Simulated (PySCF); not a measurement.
# Badger's rule along the second period: bonds to H

CCSD(T) in PySCF with def2-SVPD on every atom, for the lowest determinant that a PBE0 search found; no spin–orbit coupling. Badger's rule says that Re = d + c·k^(−1/3) for bonds between atoms of fixed rows.

```tsv
molecule	state (unpaired electrons)	Re (Å)	k (mdyn/Å)
HF	singlet (closed shell)	0.923	9.55
BH	singlet (closed shell)	1.243	?
BeH	doublet (σ ↑)	1.348	?
LiH	singlet (closed shell)	1.605	1.02
```

Problem. Fix c and d from HF and LiH.

Solution. c = (1.605 − 0.923)/(1.02^(−1/3) − 9.55^(−1/3)) = 1.306, d = 0.923 − c·9.55^(−1/3) = 0.307 Å.

Problem. Predict k of the others and set the computed values beside them.

Solution. 

```json
{"molecule": "BH", "k by the rule": "2.72", "k computed": "3.11", "difference (%)": "-12"}
{"molecule": "BeH", "k by the rule": "1.98", "k computed": "2.25", "difference (%)": "-12"}
```

The rule misses by 12 % on average; it knows nothing of spin state or of how ionic a bond is, and both change along this series.

Correlated steps freeze the inner cores (0 to 1 orbitals); shallow outer-core shells are correlated. States were picked by a PBE0 search and need not be the measured ground states.
